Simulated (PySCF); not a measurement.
Identify the unknown among the candidates.

All candidates are C5H4NPS.

* UV, first state: lowest singlet excitation: 4.68 eV (265 nm, f = 0.099) [TDDFT wB97X-D/def2-SVPD]
* 13C NMR: chemical shifts (computed TMS as zero) by class: 183.2 (1 C), 176.3 (1 C), 126.9 (1 C), 117.9 (1 C), 20.4 (1 C) ppm [GIAO PBE0/pcSseg-1]
* Triplet: lowest triplet excitation (Tamm–Dancoff): 3.03 eV [TDA wB97X-D/def2-SVPD]
* Rotational structure: rotational constants A, B, C: 2.266, 1.408, 0.873 GHz [GFN2-xTB]
* 1H NMR: chemical shifts (computed TMS as zero) by class: 8.82 (1 H), 3.07 (3 H) ppm [GIAO PBE0/pcSseg-1]
* Dipole: 3.28 D [wB97X-D/def2-SVPD]

Electronic properties: PySCF, gas phase, density fitting. Levels stand in brackets. Isolated species at its GFN2-xTB geometry, gas phase. NMR classes are plain means over equivalent atoms (diastereotopic ones count apart unless rotation or inversion swaps them), as if these changed places fast.

Question: Which candidate is it?
A. `Cc1pcsc1C#N`
B. `Cc1cpc(C#N)s1`
C. `Cc1scpc1C#N`

Answer: A. It is `Cc1pcsc1C#N`. Numbering: `[CH3:1][c:2]1[p:3][cH:4][s:5][c:6]1[C:7]#[N:8]`. 5 carbons fall into 5 classes; from least to most shielded: substituted aromatic carbon [C2] (183.2 ppm), aromatic CH next to a ring sulfur [C4] (176.3 ppm), substituted aromatic carbon [C6] (126.9 ppm), nitrile carbon [C7] (117.9 ppm), benzylic-type carbon [C1] (20.4 ppm). Hydrogen classes from least to most shielded: 1 H on an aromatic CH next to a ring sulfur, C4 (8.82 ppm), 3 H on a benzylic-type carbon, C1 (3.07 ppm). S1 is mainly HOMO→LUMO (weight 0.83); the largest Löwdin shares of the orbital it empties are 0.29 on the phosphorus bonded to 2 C, 0.25 on the aromatic CH next to a ring sulfur, 0.16 on the thiophene-type sulfur and 0.11 on a substituted aromatic carbon, of the orbital it fills 0.25 on the aromatic CH next to a ring sulfur, 0.21 on the thiophene-type sulfur, 0.17 on the phosphorus bonded to 2 C and 0.11 on a substituted aromatic carbon. By its constants the optimised geometry is an asymmetric top.

The others, at the same levels:
- `Cc1cpc(C#N)s1` fails: its computed 13C shifts are 169.4 (1 C), 154.8 (1 C), 151.5 (1 C), 120.1 (1 C), 21.0 (1 C) ppm, 1H shifts are 7.88 (1 H), 2.92 (3 H) ppm and rotational constant A is 2.916 GHz (against 2.266 GHz).
- `Cc1scpc1C#N` fails: its computed 13C shifts are 175.9 (1 C), 168.8 (1 C), 133.3 (1 C), 120.3 (1 C), 19.2 (1 C) ppm, lowest singlet excitation is 4.97 eV (250 nm, f = 0.051) (against 4.68 eV) and dipole moment is 4.74 D (against 3.28 D).
